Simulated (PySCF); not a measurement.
Al(I)(OH)2 (AlH2IO2), SMILES [OH][Al]([OH])[I]. Coordinates come from a PBE0-D3(BJ)/def2-SVP optimisation. The def2 effective core potentials stand for the cores of I; spin–orbit coupling is left out. Other conformers were not sampled.

Problem. Give the equilibrium geometry at PBE0-D3(BJ)/def2-SVP (PySCF confirms it by a frequency run) as Cartesian coordinates in Å, and its point group. (An estimate is asked for; the answer gives what the named calculation found.)

Solution. Several could match; the one computed here: point group C2v.
```xyz
6

Al     0.0000     0.0000     1.3799
I      0.0000     0.0000    -1.0903
O      0.0000    -1.4437     2.2555
H      0.0000    -2.3243     1.8786
O      0.0000     1.4437     2.2555
H      0.0000     2.3243     1.8786
```
Charge 0, spin multiplicity 1.
